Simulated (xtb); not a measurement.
CdTe, singlet, from a rough starting geometry (GFN-xTB shapes and energies of metal compounds can be far from the true ones); GFN2-xTB (xtb 6.7.1).

Here is a job for xtb.
```
$ xtb mol.xyz --gfn 2 --opt vtight --json

# file mol.xyz
2

Cd     0.11154010    -0.05356514    -1.27245221
Te    -0.08408138     0.06055793     1.27728771
```

Output, abridged:

```
   ID    Z sym.   atoms
    1   48 Cd     1
    2   52 Te     2

           -------------------------------------------------
          |                Calculation Setup                |
           -------------------------------------------------

           -------------------------------------------------
          |                 G F N 2 - x T B                 |
           -------------------------------------------------

          ...................................................
          :                      SETUP                      :
          :.................................................:
          :  # basis functions                  14          :
          :  # atomic orbitals                  13          :
          :  # shells                            5          :
          :  # electrons                         8          :
          :  max. iterations                   250          :
          :  Hamiltonian                  GFN2-xTB          :
          :  restarted?                      false          :
          :  GBSA solvation                  false          :
          :  PC potential                    false          :
          :  electronic temp.          300.0000000     K    :
          :  accuracy                    1.0000000          :
          :  -> integral cutoff          0.2500000E+02      :
          :  -> integral neglect         0.1000000E-07      :
          :  -> SCF convergence          0.1000000E-05 Eh   :
          :  -> wf. convergence          0.1000000E-03 e    :
          :  Broyden damping             0.4000000          :
          :  net charge                          0          :
          :  unpaired electrons                  0          :
          ...................................................

 iter      E             dE          RMSdq      gap      omega  full diag
   1     -3.2174363 -0.321744E+01  0.552E+01    1.74       0.0  T
   2     -2.3032776  0.914159E+00  0.262E+01    6.83       1.0  T
   3     -2.5820012 -0.278724E+00  0.426E+01    1.82       1.0  T
   4     -3.4986054 -0.916604E+00  0.363E+01    1.74       1.0  T
   5     -3.3556949  0.142911E+00  0.334E+01    1.74       1.0  T
   6     -3.6678294 -0.312135E+00  0.684E+00    2.41       1.0  T
   7     -3.6708577 -0.302828E-02  0.429E+00    2.33       1.0  T
   8     -3.6649487  0.590900E-02  0.311E+00    2.39       1.0  T
   9     -3.6713407 -0.639198E-02  0.542E+00    2.26       1.0  T
  10     -3.6703455  0.995238E-03  0.203E+00    2.34       1.0  T
  11     -3.6713273 -0.981809E-03  0.141E+00    2.32       1.0  T
  12     -3.6714719 -0.144613E-03  0.997E-01    2.31       1.0  T
  13     -3.6715020 -0.301431E-04  0.675E-01    2.31       1.0  T
  14     -3.6715087 -0.662558E-05  0.336E-01    2.31       1.0  T
  15     -3.6715098 -0.110049E-05  0.125E-01    2.31       1.0  T
  16     -3.6715099 -0.120939E-06  0.372E-02    2.31       1.9  T
  17     -3.6715099 -0.109409E-07  0.645E-03    2.31      11.0  T
  18     -3.6715099 -0.497670E-09  0.179E-04    2.31     395.9  T
  19     -3.6715099 -0.263269E-10  0.855E-05    2.31     827.4  T

   *** convergence criteria satisfied after 19 iterations ***

         :::::::::::::::::::::::::::::::::::::::::::::::::::::
         ::                     SUMMARY                     ::
         :::::::::::::::::::::::::::::::::::::::::::::::::::::
         :: total energy              -3.662626399511 Eh    ::
         :: gradient norm              0.019677024987 Eh/a0 ::
         :: HOMO-LUMO gap              2.306667420739 eV    ::
         ::.................................................::
         :: SCC energy                -3.671509894602 Eh    ::
         :: -> isotropic ES            0.012397585592 Eh    ::
         :: -> anisotropic ES          0.000059800346 Eh    ::
         :: -> anisotropic XC         -0.006258184944 Eh    ::
         :: -> dispersion             -0.001150460089 Eh    ::
         :: repulsion energy           0.008883495092 Eh    ::
         :: add. restraining           0.000000000000 Eh    ::
         :: total charge               0.000000000000 e     ::
         :::::::::::::::::::::::::::::::::::::::::::::::::::::

      -----------------------------------------------------------
     |                   =====================                   |
     |                        A N C O P T                        |
     |                   =====================                   |
     |               Approximate Normal Coordinate               |
     |                Rational Function Optimizer                |
      -----------------------------------------------------------
      -----------------------------------------------------------
     |                   =====================                   |
     |                        A N C O P T                        |
     |                   =====================                   |
     |               Approximate Normal Coordinate               |
     |                Rational Function Optimizer                |
      -----------------------------------------------------------

          ...................................................
          :                      SETUP                      :
          :.................................................:
          :   optimization level         verytight          :
          :   max. optcycles                   200          :
          :   ANC micro-cycles                  20          :
          :   degrees of freedom                 1          :
          :.................................................:
          :   RF solver                   davidson          :
          :   write xtbopt.log                true          :
          :   linear (good luck)              true          :
          :   energy convergence         0.1000000E-06 Eh   :
          :   grad. convergence          0.2000000E-03 Eh/α :
[...]
 * total energy  :    -3.6626264 Eh     change       -0.3335110E-12 Eh
 * total energy  :    -3.6225087 Eh     change        0.4011773E-01 Eh
 * total energy  :    -3.6633524 Eh     change       -0.4084370E-01 Eh
 * total energy  :    -3.6633667 Eh     change       -0.1429196E-04 Eh
 * total energy  :    -3.6633741 Eh     change       -0.7454709E-05 Eh
 * total energy  :    -3.6633741 Eh     change       -0.3440123E-08 Eh
   *** GEOMETRY OPTIMIZATION CONVERGED AFTER 6 ITERATIONS ***
[...]
           -------------------------------------------------

          ...................................................
          :                      SETUP                      :
          :.................................................:
          :  # basis functions                  14          :
          :  # atomic orbitals                  13          :
          :  # shells                            5          :
          :  # electrons                         8          :
          :  max. iterations                   250          :
          :  Hamiltonian                  GFN2-xTB          :
          :  restarted?                      false          :
          :  GBSA solvation                  false          :
          :  PC potential                    false          :
          :  electronic temp.          300.0000000     K    :
          :  accuracy                    1.0000000          :
          :  -> integral cutoff          0.2500000E+02      :
          :  -> integral neglect         0.1000000E-07      :
          :  -> SCF convergence          0.1000000E-05 Eh   :
          :  -> wf. convergence          0.1000000E-03 e    :
          :  Broyden damping             0.4000000          :
          :  net charge                          0          :
          :  unpaired electrons                  0          :
          ...................................................

 iter      E             dE          RMSdq      gap      omega  full diag
   1     -3.6759223 -0.367592E+01  0.171E-05    2.49       0.0  T
   2     -3.6759223  0.464517E-12  0.284E-05    2.49    2490.2  T
   3     -3.6759223 -0.532463E-12  0.949E-06    2.49    7454.0  T

   *** convergence criteria satisfied after 3 iterations ***

         :::::::::::::::::::::::::::::::::::::::::::::::::::::
         ::                     SUMMARY                     ::
         :::::::::::::::::::::::::::::::::::::::::::::::::::::
         :: total energy              -3.663374122084 Eh    ::
         :: gradient norm              0.000025502246 Eh/a0 ::
         :: HOMO-LUMO gap              2.489353121871 eV    ::
         ::.................................................::
         :: SCC energy                -3.675922325167 Eh    ::
         :: -> isotropic ES            0.013079478612 Eh    ::
         :: -> anisotropic ES         -0.000078851667 Eh    ::
         :: -> anisotropic XC         -0.006325831005 Eh    ::
         :: -> dispersion             -0.001142811992 Eh    ::
         :: repulsion energy           0.012548203082 Eh    ::
         :: add. restraining           0.000000000000 Eh    ::
         :: total charge               0.000000000000 e     ::
         :::::::::::::::::::::::::::::::::::::::::::::::::::::

           -------------------------------------------------
          |                Property Printout                |
           -------------------------------------------------

    * Orbital Energies and Occupations

         #    Occupation            Energy/Eh            Energy/eV
      -------------------------------------------------------------
         1        2.0000           -0.7484619             -20.3667
         2        2.0000           -0.3796872             -10.3318
         3        2.0000           -0.3112591              -8.4698
         4        2.0000           -0.3112591              -8.4698 (HOMO)
         5                         -0.2197770              -5.9804 (LUMO)
         6                         -0.0261568              -0.7118
         7                         -0.0261568              -0.7118
         8                          0.0767185               2.0876
         9                          0.0767185               2.0876
        10                          0.1088693               2.9625
        11                          0.1088693               2.9625
        12                          0.1629325               4.4336
        13                          0.5938310              16.1590
      -------------------------------------------------------------
                  HL-Gap            0.0914820 Eh            2.4894 eV
             Fermi-level           -0.2655181 Eh           -7.2251 eV

     #   Z          covCN         q      C6AA      α(0)
     1  48 Cd       0.916     0.120   280.544    35.549
     2  52 Te       0.916    -0.120   438.448    39.024

 Mol. C6AA /au·bohr⁶  :       1416.577498
 Mol. C8AA /au·bohr⁸  :     138699.763320
 Mol. α(0) /au        :         74.572842

Wiberg/Mayer (AO) data.
largest (>0.10) Wiberg bond orders for each atom

 ---------------------------------------------------------------------------
     #   Z sym  total        # sym  WBO       # sym  WBO       # sym  WBO
 ---------------------------------------------------------------------------
     1  48 Cd   1.744 --     2 Te   1.744
     2  52 Te   1.744 --     1 Cd   1.744
 ---------------------------------------------------------------------------

Topologies differ in total number of bonds
Writing topology from bond orders to xtbtopo.mol

molecular dipole:
                 x           y           z       tot (Debye)
 q only:        0.044      -0.025      -0.568
   full:        0.205      -0.119      -2.669       6.811
molecular quadrupole (traceless):
                xx          xy          yy          xz          yz          zz
 q only:        0.005      -0.001       0.001      -0.022      -0.006      -0.006
  q+dip:        0.028      -0.003       0.010      -0.101      -0.028      -0.039
   full:        0.207      -0.001       0.191      -0.060      -0.052      -0.399

optimized geometry written to: xtbopt.xyz

           -------------------------------------------------
          | TOTAL ENERGY               -3.663374122084 Eh   |
          | GRADIENT NORM               0.000025502246 Eh/α |
          | HOMO-LUMO GAP               2.489353121871 eV   |
           -------------------------------------------------
```
